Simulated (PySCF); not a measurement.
Isomers C₆H₅NO₃:

A. SMILES O=C1[C@H](OC)C(C#N)=CO1
B. `InChI=1S/C6H5NO3/c8-5-10-6-2-1-3-7(9)4-6/h1-5H`
C. `O=COc1cc[n+]([O-])cc1`
D. `O=COc1cc(O)ccn1`

Spectrum 1. $^{1}$H NMR (400 MHz, computed): δ 8.59 (d, 1H), 8.43 (s, 1H), 7.78 (s, 1H), 6.90 (d, 1H), 4.96 (br s, 1H). $^{13}$C{$^{1}$H} NMR (computed): δ 171.7 (C), 165.5 (C), 164.0 (CH), 155.2 (CH), 114.0 (CH), 106.2 (CH).

Spectrum 2. $^{1}$H NMR (400 MHz, computed): δ 8.32 (d, 2H), 8.18 (s, 1H), 7.12 (d, 2H). $^{13}$C{$^{1}$H} NMR (computed): δ 164.8 (CH), 150.1 (C), 145.0 (CH), 128.7 (CH).

Spectrum 3. $^{1}$H NMR (400 MHz, computed): δ 8.62 (d, 1H), 8.31 (s, 1H), 8.22 (s, 1H), 8.17 (d, 1H), 7.39 (m, 1H). $^{13}$C{$^{1}$H} NMR (computed): δ 162.9 (CH), 159.2 (C), 142.4 (CH), 136.5 (CH), 132.6 (CH), 117.5 (CH).

Spectrum 4. $^{1}$H NMR (400 MHz, computed): δ 7.49 (s, 1H), 4.32 (s, 1H), 4.00 (s, 3H). $^{13}$C{$^{1}$H} NMR (computed): δ 177.8 (C), 164.9 (CH), 116.4 (C), 103.6 (C), 79.6 (CH), 58.9 (CH3).

PySCF 2.14 calculation with geometry from GFN2-xTB and shieldings: GIAO PBE0/pcSseg-1; non-relativistic Hamiltonian, a single conformation, no solvent, averaged over atoms made equivalent by symmetry, fast rotation or ring inversion.

Referencing at the same level of theory: $^{1}$H (σ = 31.72 ppm) and $^{13}$C (σ = 186.93 ppm) vs TMS. Where no couplings were computed, multiplicities follow the n + 1 count of equivalent neighbours, and m marks all less simple cases (inequivalent or close neighbours, rings, F or P nearby). Shifts are as computed. Against solution values, carbons near 30 ppm lie about +3 ppm off and those near 130 ppm about +5 ppm. Of 1211 compounds with measured shifts, 218 miss one by over three times the rms of a fit or turn the order of signals round; such compounds aren't used in these exercises. OH and NH positions are gas-phase values without hydrogen bonding to other molecules.

Q: Match each spectrum to its structure.

A: 1–D, 2–C, 3–B, 4–A.

- Spectrum 1 (D): 6 $^{13}$C signals; δC 171.7 is an aromatic carbon bearing oxygen; δC 165.5 is an aromatic carbon bearing oxygen.
- Spectrum 2 (C): 4 $^{13}$C signals; δC 164.8 is an ester carbonyl carbon; δC 150.1 is an aromatic carbon bearing oxygen.
- Spectrum 3 (B): 6 $^{13}$C signals; δC 162.9 is an ester carbonyl carbon; δC 159.2 is an aromatic carbon bearing oxygen.
- Spectrum 4 (A): 6 $^{13}$C signals; δC 177.8 is an ester carbonyl carbon; δC 164.9 is an alkene carbon bearing oxygen.
